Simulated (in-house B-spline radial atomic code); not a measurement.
How numerical settings move a run on Ho III (Ho2+), [Xe] 4f11. Computed with an all-electron radial atomic-structure program (B-spline basis): scalar-relativistic (X2C) RPBE, spin-polarised, spherical fractional occupations, Fermi nucleus of rms radius 5.2022 fm.

Command:
```bash
python run_scf.py task.json out
```
Settings of the sound reference run:
```
Z                67
electrons        65
configuration    [Xe] 4f11
hamiltonian      x2c
method           rpbe,pbe
spin_polarised   True
nucleus          fermi
rms_radius       5.2022
mass_number      165
atomic_mass      164.9303
speed_of_light   137.036
knot_spacing     0.22
spline_order     8
gauss_points     12
box_radius       22.22
max_iterations   70
damping          0.5
damped_steps     3
diis_vectors     10
tolerance        1e-08
start            Thomas-Fermi
```

Time taken, with all properties: 0.29 s on 1 thread of Arm Neoverse V2, on a shared host.

It converges in 11 iterations to -12615.776088 hartree, with 4f down at -15.9715 eV. The other runs change the listed settings, some to values that make no sense; their results aren't properties of the atom or ion. Radii are in bohr (the nuclear one in fm), a minus after a letter asks for a j subshell, and «unchanged» means within 1e-8 hartree. The run stops when the residual is below 10 × tolerance × max(1, Z/10), or a noise floor if that is larger, and the energy moves by less than 1e-8 × √|E| hartree; so very loose and very tight tolerances often act alike.

| changed settings | outcome |
| --- | --- |
| box_radius = 44.44 | converged in 11 iterations, energy -6.80e-07 hartree from the reference, 4f down level -5.7e-06 eV |
| damped_steps = 8 | converged in 15 iterations, energy unchanged, 4f down level -2.3e-05 eV |
| box_radius = 2.22 | converged in 9 iterations, energy +3.91e+00 hartree from the reference, 4f down level +2.5e+01 eV (the program warns: 4f down has a positive eigenvalue: unbound, held by the box; 4f up has a positive eigenvalue: unbound, held by the box) |
| box_radius = 4.44 | converged in 11 iterations, energy +1.39e-02 hartree from the reference, 4f down level +5.1e-01 eV (the program warns: 4f down reaches the box edge; 5s up reaches the box edge) |
| start = bare nucleus | converged in 13 iterations, energy unchanged, 4f down level -3.0e-05 eV |
| hamiltonian = dirac, method = hf, spin_polarised = False, speed_of_light = 73.72537 | converged in 13 iterations to -15187.8091 hartree, a different physical problem |
| box_radius = 3.33 | converged in 11 iterations, energy +2.09e-01 hartree from the reference, 4f down level +3.5e+00 eV (the program warns: 4f down reaches the box edge; 5s up reaches the box edge) |
| gauss_points = 4, first_knot = 0.00448, max_iterations = 50, diis_vectors = 2 | converged in 18 iterations, energy +5.50e+01 hartree from the reference, 4f down level -5.8e-02 eV |
| box_radius = 88.88 | converged in 11 iterations, energy -3.79e-07 hartree from the reference, 4f down level -6.3e-06 eV |
| damped_steps = 1 | converged in 12 iterations, energy unchanged, 4f down level +9.9e-06 eV |
| damped_steps = 30 | converged in 34 iterations, energy unchanged, 4f down level -2.5e-05 eV |
| box_radius = 0.89 | converged in 8 iterations, energy +3.42e+02 hartree from the reference, 4f down level +4.5e+02 eV (the program warns: 4f down has a positive eigenvalue: unbound, held by the box; 4p up has a positive eigenvalue: unbound, held by the box) |
| box_radius = 6.67 | converged in 11 iterations, energy +1.23e-04 hartree from the reference, 4f down level +1.2e-02 eV (the program warns: 4f down reaches the box edge; 5p up reaches the box edge) |
| box_radius = 2.22, max_iterations = 50, damping = 0.8, damped_steps = 1, start = bare nucleus | converged in 10 iterations, energy +3.91e+00 hartree from the reference, 4f down level +2.5e+01 eV (the program warns: 4f down has a positive eigenvalue: unbound, held by the box; 4f up has a positive eigenvalue: unbound, held by the box) |

Problem. What happens with electrons = 66, configuration = [Kr] 4d10 4f11 5s2 5p7, max_iterations = 100?

Solution. Stopped with error: shell 5p holds at most 3 electrons (per spin).

Problem. What happens with electrons = 66, configuration = [Xe] 4f11 6p-1, max_iterations = 75?

Solution. Stopped with error: j subshells need the Dirac Hamiltonian and l > 0.

Problem. What happens with gauss_points = 4, max_iterations = 2, damped_steps = 30, tolerance = 0.01?

Solution. Not converged after 2 iterations, last residual 1.3e+00, last energy +4.02e+01 hartree from the reference.

Problem. What happens with box_radius = 11.11?

Solution. Converged in 11 iterations, energy -4.16e-07 hartree from the reference, 4f down level +5.2e-05 eV.
